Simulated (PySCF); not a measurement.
# What a mistake does to a calculation on BCH4O

All numbers below are calculated, not measured. The program is PySCF 2.14.0, an open-source quantum chemistry code, run on an isolated molecule that a program drew, which may never have been made. The molecule is BCH4O (charge 0, doublet), drawn as the SMILES string `BO[CH2]`.

Each row is a Hartree-Fock (HF) and frozen-core CCSD(T) single point in the cc-pVDZ basis, meant for a local HF minimum. Run 1 is clean. Each other run has one planted mistake out of seven kinds, and not every kind appears here: one electron removed, one electron added, multiplicity raised by two, geometry at a saddle point, minimal basis STO-3G, one bond length entered in bohr, all coordinates scaled. The reference is restricted for singlets and unrestricted otherwise, and also for a bond in bohr. Adding or removing an electron swaps singlet and doublet. Electrons count all cores. HOMO and LUMO are orbital energies over both spins, the gradient is its largest component, and the lowest frequency (negative if imaginary) is given only where the gradient is small. Bond lengths are over the 6 bonds as drawn. T1 is the CCSD diagnostic: over 0.02 (restricted) or 0.045 (unrestricted) a single reference is doubtful.

Geometry of the clean run:
```xyz
7
BCH4O, angstrom
B     2.2890   -0.5037    0.3944
O     1.4237   -0.4585   -0.6386
C     0.0708   -0.4598   -0.4863
H     3.4555   -0.5307    0.1275
H     1.8835   -0.5108    1.5267
H    -0.3239   -0.2707    0.5043
H    -0.4751   -0.1757   -1.3735
```

```
run,electrons,basis functions,<S^2>,HOMO (eV),LUMO (eV),gradient (hartree/bohr),lowest frequency (cm^-1),mean bond (Å),longest bond (Å),T1,HF (hartree),CCSD(T) (hartree),mistake
1,23,62,0.760,-9.70,3.00,3.6e-05,204,1.2120,1.361,0.0188,-139.72612,-140.15763,no fault
2,24,62,0.000,0.69,8.91,5.9e-02,-,1.2120,1.361,0.0415,-139.63856,-140.12678,one electron added
3,23,62,0.763,-10.04,2.79,4.9e-02,-,1.2920,1.451,0.0210,-139.70223,-140.14349,?
4,23,19,0.761,-8.13,7.05,4.4e-02,-,1.2120,1.361,0.0225,-137.92860,-138.08844,?
```

**Which mistake was planted in run 3, and what did it cost?**

The mean and the longest bond both change by the same factor, 1.066, and the gradient is no longer small. So the mistake is: all coordinates scaled. Subtracting run 1 and multiplying by 627.51 kcal/mol a hartree, the energy moved by 15.0 kcal/mol in HF and 8.9 kcal/mol in CCSD(T).

**Which mistake was planted in run 4, and what did it cost?**

It has 19 basis functions where the clean run has 62, with the same electrons and geometry. So the mistake is: minimal basis STO-3G. Subtracting run 1 and multiplying by 627.51 kcal/mol a hartree, the energy moved by 1128.0 kcal/mol in HF and 1298.4 kcal/mol in CCSD(T).

Cautions from the logs. Run 2: T1 is over the limit, so its CCSD(T) energy is less reliable and the HOMO is above zero, so the electron isn't bound and the energy depends on the basis.
